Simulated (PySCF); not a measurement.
# What a mistake does to a calculation on BGeH5NO cation

These are calculations, not measurements. The program is PySCF 2.14.0, an open-source quantum chemistry code, run on an isolated molecule that a program drew, which may never have been made. The molecule is BGeH5NO cation (charge +1, singlet), drawn as the SMILES string `O[B+][NH][GeH3]`.

Each row is a Hartree-Fock (HF) and frozen-core CCSD(T) single point in the cc-pVDZ basis, meant for a local HF minimum. Run 1 is clean. Each other run has one planted mistake out of seven kinds, and not every kind appears here: one electron removed, one electron added, multiplicity raised by two, geometry at a saddle point, minimal basis STO-3G, one bond length entered in bohr, all coordinates scaled. The reference is restricted for singlets and unrestricted otherwise, and also for a bond in bohr. Adding or removing an electron swaps singlet and doublet. Electrons count all cores. HOMO and LUMO are orbital energies over both spins, the gradient is its largest component, and the lowest frequency (negative if imaginary) is given only where the gradient is small. Bond lengths are over the 8 bonds as drawn. T1 is the CCSD diagnostic: over 0.02 (restricted) or 0.045 (unrestricted) a single reference is doubtful. Germanium has the cc-pVDZ-PP basis, with a core potential (ECP10MDF) in place of its 10 inner electrons, and its 3s, 3p and 3d shells are frozen in CCSD(T).

Geometry of the clean run:
```xyz
9
BGeH5NO cation, angstrom
O    -2.0384    1.0010    0.5184
B    -0.9307    0.4016    0.3639
N     0.1981   -0.2658    0.2721
Ge    1.5852   -0.4937    1.6567
H    -2.1918    1.9143    0.2905
H     0.3706   -0.7454   -0.6006
H     2.8239    0.0798    1.0042
H     1.0188    0.3316    2.7953
H     1.6045   -1.9878    1.8912
```

```
run,electrons,basis functions,<S^2>,HOMO (eV),LUMO (eV),gradient (hartree/bohr),lowest frequency (cm^-1),mean bond (Å),longest bond (Å),T1,HF (hartree),CCSD(T) (hartree),mistake
1,56,90,0.000,-17.13,-1.86,9.1e-06,88,1.3828,1.973,0.0141,-450.13463,-450.69610,no fault
2,55,90,0.761,-23.06,-13.93,1.5e-01,-,1.3828,1.973,0.0647,-449.56107,-450.09532,one electron removed
3,57,90,0.771,-3.15,3.23,1.0e-01,-,1.3828,1.973,0.0587,-450.22121,-450.80875,one electron added
4,56,90,2.011,-10.14,-6.67,1.1e-01,-,1.3828,1.973,0.0400,-449.89611,-450.43424,multiplicity raised by two
5,56,90,0.867,-14.42,-3.62,6.9e-03,-,1.5514,2.865,0.0394,-450.02755,-450.57535,?
6,56,90,0.000,-17.49,-1.57,9.4e-02,-,1.2985,1.853,0.0119,-450.09261,-450.64035,?
```

**Which mistake was planted in run 5, and what did it cost?**

The mean bond changes by a factor of 1.122 and the longest by 1.452, so the molecule wasn't scaled as a whole. A length L in bohr read as angstrom grows by (1/0.5292 - 1) L = 0.890 L. The 8 bonds together grew by 8 x 0.1686 = 1.349 Å, which gives L = 1.516 Å. That is the length of one of the Ge-H bonds, 1.516 Å in the clean geometry. So the mistake is: one bond length entered in bohr. Subtracting run 1 and multiplying by 627.51 kcal/mol a hartree, the energy moved by 67.2 kcal/mol in HF and 75.8 kcal/mol in CCSD(T).

**Which mistake was planted in run 6, and what did it cost?**

The mean and the longest bond both change by the same factor, 0.939, and the gradient is no longer small. So the mistake is: all coordinates scaled. Subtracting run 1 and multiplying by 627.51 kcal/mol a hartree, the energy moved by 26.4 kcal/mol in HF and 35.0 kcal/mol in CCSD(T).

Cautions from the logs. Run 2: T1 is over the limit, so its CCSD(T) energy is less reliable; run 3: T1 is over the limit, so its CCSD(T) energy is less reliable.
